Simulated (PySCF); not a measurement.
Predicted microwave data (PBE0-D3(BJ)/def2-SVP geometry optimisation, gas phase (PySCF 2.14.0)) for one isomer of C4H7PSe:

- Rotational constants: A = 5101, B = 827.3, C = 741.5 MHz
- Dipole components: |μa| = 3.96 D, |μb| = 1.28 D, |μc| = 0.05 D
- Inertial defect: -28.38 u·Å²
- κ: -0.96

Question: Which structure is it? (One computed conformer of each.)
A. `[CH3:1][CH2:2][C:3]1=[CH:4][P@H:5]1=[Se:6]` with C1–C2–C3–C4 -118°
B. `[CH:1]#[C:2][CH2:3][P@H:4]([CH3:5])=[Se:6]` with C2–C3–P4–C5 -56°

Answer: B. It is C#CC[P@H](C)=[Se], a near-prolate asymmetric top, point group C1. The candidates at the same level (rigid rotor, commonest isotopes):

| SMILES | A (MHz) | B (MHz) | C (MHz) | μa (D) | μb (D) | μc (D) | Δ (u·Å²) | point group | rotor |
| --- | --- | --- | --- | --- | --- | --- | --- | --- | --- |
| C#CC[P@H](C)=[Se] | 5101 | 827.3 | 741.5 | 3.96 | 1.28 | 0.05 | -28.38 | C1 | near-prolate asymmetric top |
| CCC1=C[P@H]1=[Se] | 3479 | 986.3 | 816.1 | 4.52 | 1.42 | 0.36 | -38.40 | C1 | asymmetric top |

`CCC1=C[P@H]1=[Se]` has A 32 % too low. No structure here is proved a minimum.
